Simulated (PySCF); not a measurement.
Computed IR spectrum (relative IR intensity) of a molecule C3H5NO2. Geometry: ωB97X-D3(BJ)/def2-SVP. One conformer was computed; it need not be the lowest. Calculation: PySCF 2.14.0 with ωB97X-D3(BJ)/def2-SVP. Harmonic, unscaled wavenumbers; measured fundamentals usually lie a few per cent lower.

ν (cm⁻¹): 188 (vw), 486 (w), 573 (vw), 604 (w), 890 (vw), 975 (vw), 1000 (m), 1020 (w), 1041 (w), 1080 (vw), 1136 (m), 1189 (w), 1265 (s), 1281 (vs), 1397 (w), 1417 (m), 1459 (w), 1810 (vs), 3020 (m), 3039 (m), 3157 (w), 3192 (w), 3204 (w) (against the strongest line: vs over 80 %, s over 45 %, m over 15 %, w over 4 %, vw less)

Task: Which structure fits?
(A) CO[C@@H]1N=CO1
(B) O=C/N=C/CO
(C) OCC1=NCO1
(D) C1=NCOCO1

Result: D, C1=NCOCO1
